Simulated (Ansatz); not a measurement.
Problem. Name a neutral molecule of C, Ge, N and H with HOMO–LUMO gap (PBE0/def2-TZVPP) between 7.20 and 7.50 eV and LUMO energy (PBE/def2-TZVPP) between -0.05 and 0.25 eV (Ansatz, PBE0-D4/def2-TZVP geometry).

Solution. `C[NH][GeH2][NH]C` (7.34 eV, 0.09 eV); `C[NH][GeH2][CH3]` (7.28 eV, 0.03 eV). Other molecules can fit too; these were computed, each in one conformer that needn't be the lowest.
